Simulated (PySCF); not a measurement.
Trend along group 10: MP molecules

PBE with triple-zeta basis sets in PySCF, for the lowest determinant that a PBE0 search found; no spin–orbit coupling. De refers to high-spin ground-configuration atoms. A positive dipole means M(−)P(+).

| M | basis | state (unpaired electrons) | Re (Å) | ωe (cm⁻¹) | De (eV) | μ (D) |
| --- | --- | --- | --- | --- | --- | --- |
| Ni | def2-TZVPP | quartet (π ↑↑, δ ↑) | 2.104 | 411 | n/a | -2.62 |
| Pd | x2c-TZVPPall | quartet (σ ↑, π ↑↑) | 2.138 | 402 | 2.66 | -2.08 |
| Pt | def2-TZVPP | doublet (π ↑) | 2.045 | 538 | 4.46 | -0.20 |

The shortest bond is that of PPt (2.045 Å), the longest that of PPd (2.138 Å).

The rows differ in basis set, which adds steps of its own.

The state changes along the series, so neighbouring rows are not always alike in their bonding.

De is left out where the level can put another filling of the metal’s s and d shells below the measured ground configuration, by anything from nothing to about 1 eV. The metal atom is held in its measured ground configuration; semilocal functionals can put another filling of s and d lower by some tenths of an eV, and De to that atom would be smaller. These are scalar-relativistic numbers at best; spin–orbit coupling would shift them, the dissociation energy most. Counting both spins, an empty level lies below a filled one in some of these solutions, because spin and occupation are held. The state is the lowest single determinant that the PBE0 search found; with open d or f shells the true ground state can be another one.
